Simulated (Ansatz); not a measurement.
```xyz
11

F    -1.367   -1.219   -0.320
C    -0.687   -0.061    0.026
Ge    0.617    0.347   -1.423
C    -0.009   -0.240    1.350
Cl   -1.174   -0.426    2.693
H    -1.423    0.747    0.085
H     1.692   -0.750   -1.451
H     1.270    1.709   -1.136
H    -0.140    0.392   -2.754
H     0.604    0.632    1.580
H     0.617   -1.132    1.351
```

The species carries charge 0 and has multiplicity 1.

Question: List the B3LYP/def2-TZVPP orbital energies in eV (the Gaussian-basis code of Ansatz). (Estimate.)

Answer: The calculation gave: Occupied: -10850.51, -2762.40, -1354.91, -1205.81, -1205.81, -1205.81, -671.57, -279.36, -278.79, -257.11, -196.20, -195.97, -195.96, -169.44, -119.69, -119.69, -119.68, -33.29, -33.26, -33.26, -33.19, -33.19, -32.88, -23.65, -20.48, -17.36, -15.61, -14.41, -13.36, -12.71, -12.05, -11.52, -10.28, -9.78, -9.68, -8.69, -8.30, -8.09. Lowest empty: -0.06, 0.27, 0.79, 0.86, 1.59, 1.76, 2.05, 2.42.

B3LYP here is the variant with VWN-RPA as its local correlation; programs differ in this.
